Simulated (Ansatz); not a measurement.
Geometry optimisation of CdCl2⁺.

```yaml
crystal:
  periodic: [false, false, false]
  atoms:
    - {symbol: Cd, position_ang: [-0.000723, -0.000416, -0.000010]}
    - {symbol: Cl, position_ang: [-0.015989, -0.020293, 2.263945]}
    - {symbol: Cl, position_ang: [0.016712, 0.020709, -2.263935]}
basis:
  gaussian: {orbitals: def2-TZVP}
total_charge: 1
magnetization: {spin_polarized: true, initial_magnetization: 1}
hamiltonian: {xc: pbe0, dispersion: d4}
scf: {lower_state_search: "off"}
output: {orbitals: {seedname: orbitals}}
relax: {f_tol: 0.02, max_steps: 100}
```

```sh
$ ansatz run in.yaml --threads 4 --pin off --events-out ev --progress --plain --max-ram 3916MiB
```

Output, abridged:

```
Functional definition: PBE0
  name "PBE0"
  cite "Adamo & Barone, J. Chem. Phys. 110, 6158 (1999) doi:10.1063/1.478522"
  cite "Perdew, Burke & Ernzerhof, Phys. Rev. Lett. 77, 3865 (1996) doi:10.1103/PhysRevLett.77.3865"
  parent pbe
  parameter a = 0.25
  parameter kappa = 0.804
  parameter beta = 0.06672455060314922
  exchange = (1 - a)*pbe_x(kappa = kappa, mu = beta*pi^2/3) + a*exact_x
  correlation = pbe_c(beta = beta)
these checks for a lower state are left out or cut short: stability, starts, cluster_reference, orbital_swaps, neighbouring_geometries, increment
mean field -29594.46857580 eV, -1087.5766603095 hartree, gradient 1.8e-6 eV, S^2 0.757479; 0 other end points of the search recorded, 0 dependent functions left out
the calculation of the forces begins
relax step   1: F+E_penalty+E_count = -29594.52749966 eV  Δ(F+E_penalty+E_count) = +0.000e0 eV  max|allowed force component| = 3.474e-1 eV/Å  Δτ_max = 0.0000 Å  (16 SCF iters, accepted)
these checks for a lower state are left out or cut short: stability, starts, cluster_reference, orbital_swaps, neighbouring_geometries, increment
mean field -29594.47838663 eV, -1087.5770208509 hartree, gradient 2.5e-6 eV, S^2 0.757465; 0 other end points of the search recorded, 0 dependent functions left out
the calculation of the forces begins
relax step   2: F+E_penalty+E_count = -29594.53689981 eV  Δ(F+E_penalty+E_count) = -9.400e-3 eV  max|allowed force component| = 6.126e-2 eV/Å  Δτ_max = 0.0233 Å  (20 SCF iters, accepted)
these checks for a lower state are left out or cut short: stability, starts, cluster_reference, orbital_swaps, neighbouring_geometries, increment
mean field -29594.47880023 eV, -1087.5770360501 hartree, gradient 1.5e-6 eV, S^2 0.757462; 0 other end points of the search recorded, 0 dependent functions left out
the calculation of the forces begins
relax step   3: F+E_penalty+E_count = -29594.53722385 eV  Δ(F+E_penalty+E_count) = -3.240e-4 eV  max|allowed force component| = 1.591e-3 eV/Å  Δτ_max = 0.0052 Å  (23 SCF iters, accepted)
Total energy: -29594.53725219 eV, -1087.5791841201 hartree
Atom 0 at    -0.000266    -0.000153    -0.000004 Å, force     0.000346     0.000199     0.000004 eV/Å
Atom 1 at    -0.016423    -0.020682     2.292389 Å, force    -0.000184    -0.000114     0.001587 eV/Å
Atom 2 at     0.016689     0.020835    -2.292384 Å, force    -0.000161    -0.000085    -0.001591 eV/Å
Dipole moment:    -0.000151    -0.000087    -0.000002 e Å
Checks for a lower state left out: stability, starts, cluster_reference, orbital_swaps, neighbouring_geometries, increment
```

Run time 4.1 s (4 threads of Arm Neoverse V1 on a shared host).

In the def2 sets Cd takes a core potential; there is no spin–orbit coupling.
